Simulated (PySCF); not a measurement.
2-bromopropene, C₃H₅Br.
Atom-mapped SMILES: `[CH2:1]=[C:2]([CH3:3])[Br:4]` (hydrogens: H5, H6 on C1; H7, H8, H9 on C3)

Computed with PySCF 2.14.0, PBE0-D3(BJ)/def2-SVP geometry optimisation, gas phase.

Problem. Give the optimised bond lengths and angles.

Solution. 
| bond | length (bohr) |
| --- | --- |
| C1=C2 | 2.517 |
| C2–C3 | 2.816 |
| C2–Br4 | 3.595 |
| C1–H5 | 2.062 |
| C1–H6 | 2.067 |
| C3–H7, C3–H8, C3–H9 | 2.080 |

Bonds in one row agree within 0.02 bohr and their mean is given. A selection of angles:
| angle | degrees |
| --- | --- |
| C2–C1–H5 | 122.1 |
| C2–C1–H6 | 119.5 |
| H5–C1–H6 | 118.4 |
| C1–C2–C3 | 126.6 |
| C1–C2–Br4 | 119.5 |
| C3–C2–Br4 | 113.9 |
| C2–C3–H7 | 110.9 |
| C2–C3–H8 | 110.3 |
| H7–C3–H8 | 108.8 |
| H7–C3–H9 | 107.2 |

The 4 heavy atoms lie in one plane (0.001 Å rms). Of the pairs four or more bonds apart, H6···H8 is among the closest relative to their van der Waals radii: 2.45 Å, 102 % of the sum of Bondi's values. The 2 C–C bonds span 1.332 Å (C1=C2, drawn double) to 1.490 Å (C2–C3, drawn single), a spread of 0.158 Å.

Point group: Cs (every atom within 0.08 Å of its image). PBE0-D3(BJ)/def2-SVP frequencies: not computed here.
